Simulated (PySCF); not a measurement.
**Telling isomers of C8H8 apart by NMR**

[PySCF 2.14: couplings computed with B3LYP/pcJ-1 (spin–dipole term left out of most H,H and C,H couplings); PBE0-D3(BJ)/def2-SVP geometry; shieldings: GIAO PBE0/pcSseg-1; a single conformation; no solvent; no relativistic terms; averaged over atoms made equivalent by symmetry, fast rotation or ring inversion]

Chemical shifts δ = σref − σ; ¹H, ¹³C against TMS, all at this level. Multiplet labels drop J under 1 Hz and among equivalent protons, and merge close values. Unscaled 3J(H,H) run several per cent high. Shifts are as computed. Against solution values, carbons near 30 ppm lie about +2 ppm off and those near 130 ppm about +5 ppm. Of 1211 compounds with measured shifts, 218 miss one by over three times the rms of a fit or turn the order of signals round; such compounds aren't used in these exercises.

(1) Tabulate the signals of `C12C3C4C1C1C2C3C41`, `CC#CC#CC1CC1`, `C1=C\C=C/C=C\C=C/1` and their relative energies.

(2) What is the quickest way to tell CC#CC#CC1CC1 from C1=C\C=C/C=C\C=C/1?

(3) What is the quickest way to tell C12C3C4C1C1C2C3C41 from C1=C\C=C/C=C\C=C/1?

(4) What is the quickest way to tell C12C3C4C1C1C2C3C41 from CC#CC#CC1CC1?

## Answers

(1) 
```tsv
SMILES	carbon types	δC	δH	E rel. (kcal/mol)
C12C3C4C1C1C2C3C41	8×CH	48.1	3.92 (s, 8H)	62.7
CC#CC#CC1CC1	4×C 1×CH 2×CH2 1×CH3	83.9, 75.2, 72.2, 68.2, 11.5, 5.3, 2.0	1.96 (s, 3H), 1.21 (m, 1H), 0.72 (m, 2H), 0.66 (m, 2H)	42.1
C1=C\C=C/C=C\C=C/1	8×CH	142.9	5.84 (s, 8H)	0.0
```

Energies are electronic energies at PBE0/pcSseg-1 on these geometries, without zero-point or thermal terms, each for the one conformer computed, which needn't be the lowest.

(2) Count the carbon signals: 7 against 1. The first has an alkyne carbon (C) at 83.9 ppm, the second an alkene CH at 142.9 ppm. In the proton spectra the most deshielded non-exchanging signals are 1.96 (s, 3H) and 5.84 (s, 8H).

(3) Both give the same number of carbon signals, with the same numbers of each carbon type, so the positions decide. The first has an sp3 CH in a ring at 48.1 ppm, the second an alkene CH at 142.9 ppm. In the proton spectra the most deshielded non-exchanging signals are 3.92 (s, 8H) and 5.84 (s, 8H).

(4) Count the carbon signals: 1 against 7. The first has an sp3 CH in a ring at 48.1 ppm, the second an alkyne carbon (C) at 83.9 ppm. In the proton spectra the most deshielded non-exchanging signals are 3.92 (s, 8H) and 1.96 (s, 3H).
